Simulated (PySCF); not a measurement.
CH₁₁NOSi₃, SMILES O[Si@@H]([SiH3])CN[SiH3].

The structure is a stationary point at B3LYP-D3(BJ)/def2-SVP. The structure was generated by enumeration; whether it is a known compound was not checked. The values are those of a single conformer.

The numbers are results of PySCF with SMD-ωB97X/def2-SVP, not measurements.

Solvation free energies are E(SMD) − E(gas) at the gas-phase geometry, for 1 M in both phases. In vacuum the dipole moment is 1.71 D.

```json
[
 {"solvent": "water", "ΔG(solv) (kcal/mol)": "-1.8", "its non-electrostatic (CDS) part": "5.3", "dipole (D)": "2.38"},
 {"solvent": "n-hexane", "ΔG(solv) (kcal/mol)": "-2.6", "its non-electrostatic (CDS) part": "-1.2", "dipole (D)": "1.85"},
 {"solvent": "tetrahydrofuran", "ΔG(solv) (kcal/mol)": "-3.8", "its non-electrostatic (CDS) part": "-0.4", "dipole (D)": "2.10"}
]
```
